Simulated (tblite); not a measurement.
Distances in Å between the heavy atoms of a computed structure (GFN2-xTB; lower triangle, same order across):
```
C1    0.00
S2    1.82  0.00
C3    2.73  1.76  0.00
C4    4.02  2.73  1.33  0.00
C5    4.83  3.16  2.49  1.48  0.00
C6    6.08  4.48  3.67  2.48  1.53  0.00
Si7   5.73  4.10  3.62  2.79  1.93  2.86  0.00
Si8   4.99  3.76  3.82  3.74  3.53  4.90  2.31  0.00
```

Hydrogens: 3 on C1, 1 on C3, 1 on C4, 1 on C5, 3 on C6, 2 on Si7, 3 on Si8.

Neutral, closed shell.

(1) Which heavy atoms are bonded, and with what formal order?

(2) Give the structure as a SMILES string.

(3) Classify the heavy atoms.

## Answers

(1) C1–S2 (single); S2–C3 (single); C3–C4 (double); C4–C5 (single); C5–C6 (single); C5–Si7 (single); Si7–Si8 (single).

(2) `CS/C=C\C(C)[SiH2][SiH3]`, C5H14SSi2. The mark at the stereocentre is left out: distances alone don't tell a structure from its mirror image. Among its features: C=C double bond, sulfide, Si–H bond and C–Si bond.

(3) C1: S-methyl carbon; S2: sulfide sulfur; C3: alkene CH carbon; C4: alkene CH carbon; C5: sp3 carbon bound to silicon; C6: methyl carbon; Si7: SiH2 silicon; Si8: SiH3 silicon.

Shape of the structure used: `[CH3:1][S:2]/[CH:3]=[CH:4]\[C@@H:5]([CH3:6])[SiH2:7][SiH3:8]`: C1–S2–C3–C4 -176°, C3–C4–C5–C6 141°, C4–C5–Si7–Si8 55°.
